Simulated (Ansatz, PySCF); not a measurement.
C2H9NOSi2, SMILES O[Si@@H]1CN([SiH2]1)C. Atoms are numbered in the order given.

```xyz
15

C     -2.5693    -0.7249     0.4741
N     -1.2002    -0.3028     0.3069
C     -0.1880    -1.3202    -0.0083
Si     1.3122    -0.1282    -0.0040
O      2.2822    -0.1064    -1.3657
Si    -0.5037     1.2937     0.1303
H     -2.6600    -1.4854     1.2730
H     -3.2021     0.1316     0.7564
H     -2.9895    -1.1652    -0.4524
H     -0.1573    -2.1232     0.7547
H     -0.3553    -1.8050    -0.9923
H      2.1709    -0.3113     1.2074
H      3.1018    -0.6087    -1.3248
H     -0.7389     2.1973     1.3006
H     -0.9203     2.0712    -1.0826
```

Geometry: ωB97X-D3(BJ)/def2-SVP. The structure was generated by enumeration; whether it is a known compound was not checked. Other conformers were not sampled.

Two levels are set side by side: PBE-D3(BJ)/def2-SVP (Ansatz, a first-principles code) and ωB97X-D3(BJ)/def2-SVP (PySCF). Each level has its own optimised geometry; the coordinates shown are those of the second. Frequencies come from the Hessian of PySCF at each geometry. Differences are taken from unrounded values.

| quantity | ωB97X-D3(BJ) |
|---|---|
| mean bond length (Å) | 1.437 |
| bond C1–N2 (Å) | 1.442 |
| bond N2–C3 (Å) | 1.469 |
| bond N2–Si6 (Å) | 1.751 |
| bond C3–Si4 (Å) | 1.916 |
| bond Si4–O5 (Å) | 1.672 |
| bond Si4–Si6 (Å) | 2.310 |
| bond C1–H7 (Å) | 1.107 |
| bond C1–H8 (Å) | 1.102 |
| bond C1–H9 (Å) | 1.108 |
| bond C3–H10 (Å) | 1.108 |
| bond C3–H11 (Å) | 1.110 |
| bond Si4–H12 (Å) | 1.496 |
| bond O5–H13 (Å) | 0.962 |
| bond Si6–H14 (Å) | 1.497 |
| bond Si6–H15 (Å) | 1.500 |
| highest harmonic wavenumber (cm⁻¹) | 3938 |
| mean harmonic wavenumber (cm⁻¹) | 1269 |
| zero-point energy (kcal/mol) | 70.74 |

Question: What does PBE-D3(BJ) give, and how far is it from ωB97X-D3(BJ)? (The exact figures need the calculation; the answer reports its results.)

Answer: 
| quantity | PBE-D3(BJ) | PBE-D3(BJ) minus ωB97X-D3(BJ) |
|---|---|---|
| mean bond length (Å) | 1.448 | 0.012 |
| bond C1–N2 (Å) | 1.444 | 0.002 |
| bond N2–C3 (Å) | 1.471 | 0.001 |
| bond N2–Si6 (Å) | 1.769 | 0.019 |
| bond C3–Si4 (Å) | 1.929 | 0.013 |
| bond Si4–O5 (Å) | 1.687 | 0.015 |
| bond Si4–Si6 (Å) | 2.334 | 0.024 |
| bond C1–H7 (Å) | 1.115 | 0.009 |
| bond C1–H8 (Å) | 1.109 | 0.007 |
| bond C1–H9 (Å) | 1.118 | 0.010 |
| bond C3–H10 (Å) | 1.117 | 0.009 |
| bond C3–H11 (Å) | 1.119 | 0.010 |
| bond Si4–H12 (Å) | 1.511 | 0.015 |
| bond O5–H13 (Å) | 0.972 | 0.010 |
| bond Si6–H14 (Å) | 1.512 | 0.015 |
| bond Si6–H15 (Å) | 1.517 | 0.018 |
| highest harmonic wavenumber (cm⁻¹) | 3774 | -164 |
| mean harmonic wavenumber (cm⁻¹) | 1209 | -59 |
| zero-point energy (kcal/mol) | 67.43 | -3.31 |

Exact exchange shortens and stiffens bonds; PBE has none. Differences between two approximate levels are no errors against the true value.
